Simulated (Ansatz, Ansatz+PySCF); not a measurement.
# Stretching singlet CuH

The Cu–H distance is varied.

Basis set: cc-pVDZ (spherical functions). Left uncorrelated: 5 orbitals. Charge 0, multiplicity 1.

Computed with Ansatz (development build ahead of 0.2.0), each point on the determinant that the search for low states chose. Each curve is measured from its own lowest point listed.

```json
{"r(Cu–H) (Å)": "1.195", "RHF-MP2 (eV)": "0.745"}
{"r(Cu–H) (Å)": "1.317", "RHF-MP2 (eV)": "0.155"}
{"r(Cu–H) (Å)": "1.358", "RHF-MP2 (eV)": "0.065"}
{"r(Cu–H) (Å)": "1.442", "RHF-MP2 (eV)": "0.000"}
{"r(Cu–H) (Å)": "1.471", "RHF-MP2 (eV)": "0.006"}
{"r(Cu–H) (Å)": "1.594", "RHF-MP2 (eV)": "0.140"}
{"r(Cu–H) (Å)": "2.214", "RHF-MP2 (eV)": "1.657"}
{"r(Cu–H) (Å)": "2.952", "RHF-MP2 (eV)": "3.227"}
{"r(Cu–H) (Å)": "4.428", "RHF-MP2 (eV)": "4.467"}
```

**Question.** Give the RHF curve at the same distances.

**Answer.** r (Å), E (eV) and a bar:
```
    1.195      1.232 #########
    1.317      0.459 ###
    1.358      0.301 ##
    1.442      0.095 #
    1.471      0.053
    1.594      0.000
    2.214      0.990 #######
    2.952      2.446 #################
    4.428      4.311 ##############################
```

Caution at some points: an unrestricted determinant lies well below. Caution for RHF-MP2 at some points: bonds are stretched, where a single reference can fail; large amplitudes, a single reference is doubtful.
